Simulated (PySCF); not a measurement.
A structure optimised at PBE-D3(BJ)/def2-SVP, used in a PySCF frequency run:

```
C
H 1 1.1041
H 1 1.1041 2 113.93
C 1 1.4785 2 118.95 3 148.29
O 4 1.2064 1 147.95 2 -73.35
C 4 1.4785 5 147.95 1 180.00
H 6 1.1041 4 118.95 5 -73.35
H 6 1.1041 7 113.93 4 -148.29
```
Charge 0, spin multiplicity 1.

**Question.** Write its SMILES, formula and point group.

**Answer.** O=C1CC1, C₃H₄O, C2v

**Question.** What are its rotational constants (standard atomic weights)?

**Answer.** 20.147, 7.3182, 5.7935 GHz
